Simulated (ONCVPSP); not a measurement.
**Varying the ONCV potential for Pt**

Base potential:

ONCVPSP 4.0.1 input, shortened (lines: element, Z, core and valence counts, functional; n l f; lmax; l rc ep ncon nbas qcut; lloc lpopt rc5 dvloc0; l nproj debl; icmod fcfact rcfact), PBE, scalar-relativistic:

```
  Pt 78.00   10    4        4      upf
    1    0    2.00
    2    0    2.00
    2    1    6.00
    3    0    2.00
    3    1    6.00
    3    2   10.00
    4    0    2.00
    4    1    6.00
    4    2   10.00
    4    3   14.00
    5    0    2.00
    5    1    6.00
    5    2    9.00
    6    0    1.00
    2
    0    1.85    0.00    4    7    6.70
    1    1.05    0.00    4    7    7.80
    2    1.75    0.00    3    8    8.30
    4    5    0.65    1.00
    0    3    2.90
    1    3    3.30
    2    2    2.80
    3    4.25    1.60
```

Cutoffs, loose and tight: the cutoffs (Ha) at which the residual kinetic energy of the hardest occupied pseudo-wave falls to 1 and 0.1 mHa per electron. They do not see the model core or the augmentation charge, which bear on the density cutoff. Test errors are all-electron minus pseudo excitation energies from the reference, over the configurations 5s2 5p6 5d9 6s0; 5s2 5p6 5d8 6s0; 5s2 5p6 5d7 6s0; 5s2 5p5 5d9 6s1. A dash means not determined; rows that change the core or the reference have their own tests.

A true bound ghost makes a file unfit for plane-wave use even where its test errors are small: the radial tests pick states by their node count and pass the ghost by.

| change | outcome | cutoff, loose | cutoff, tight | bound ghosts | GHOST(+) flags above zero | largest test error (meV) |
| --- | --- | --- | --- | --- | --- | --- |
| base | generated | 96 Ha | 126 Ha | s, p | p, d | -91 |
| s: rc 1.34 | generated | 96 Ha | 126 Ha | s, p | p, d | -94 |
| s: rc 1.48 | generated | 96 Ha | 126 Ha | s, p | p, d | -93 |
| s: rc 1.7 | generated | 96 Ha | 126 Ha | s, p | p, d | -92 |
| s: rc 2.04 | generated | 96 Ha | 126 Ha | s, p | p, d | -91 |
| s: rc 2.22 | generated | 96 Ha | 126 Ha | s, p | p, d | -91 |
| s: rc 2.38 | generated | 96 Ha | 126 Ha | s, p | p, d | -90 |
| s: rc 2.66 | generated | 96 Ha | 126 Ha | s, p | p, d | -89 |

Reading the sweep of the s radius (base included, trends over the rows without a ghost): Bound ghosts are found at 1.34, 1.48, 1.7, 1.85, 2.04, 2.22, 2.38, 2.66 bohr. Every judged row has one, so this setting neither creates nor removes them.
